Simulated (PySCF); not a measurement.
**Basis-set dependence of BeH at CCSD(T)**

PySCF, UHF reference; doublet, unpaired electrons σ ↑; De to Be + H without counterpoise correction. Frozen cores follow the default of each basis and core potential.

| basis | relativity | functions | Re (Å) | ωe (cm⁻¹) | De (eV) | frozen orbitals |
| --- | --- | --- | --- | --- | --- | --- |
| pcseg-1 | no relativity | 14 | 1.347 | 2060 | 1.81 | 0 |
| 6-31G(d,p) | no relativity | 19 | 1.345 | 2098 | 1.97 | 0 |
| jorge-DZP-DKH | spin-free X2C | 20 | 1.357 | 2025 | 1.95 | 0 |
| aug-pcseg-1 | no relativity | 22 | 1.350 | 2034 | 1.86 | 0 |
| def2-TZVPP | no relativity | 33 | 1.350 | 2028 | 2.07 | 0 |

How does each smaller set differ from the one with most functions, def2-TZVPP?

pcseg-1: -0.3 pm, +1.6 % in ωe, -0.26 eV in De; 6-31G(d,p): -0.5 pm, +3.5 % in ωe, -0.10 eV in De; jorge-DZP-DKH: +0.7 pm, -0.1 % in ωe, -0.12 eV in De; aug-pcseg-1: +0.0 pm, +0.3 % in ωe, -0.21 eV in De. All at CCSD(T); the set with most functions is neither the basis-set limit nor always the best. The rows treat relativity differently, so the differences are not basis effects alone.

Correlated steps freeze no core orbitals. Correlated levels converge slowly with the basis: in double zeta they bind strong bonds too weakly, by up to about 1 eV, and carry superposition errors of some tenths. The state is the lowest determinant that a PBE0 search found; another state may lie lower at other levels.
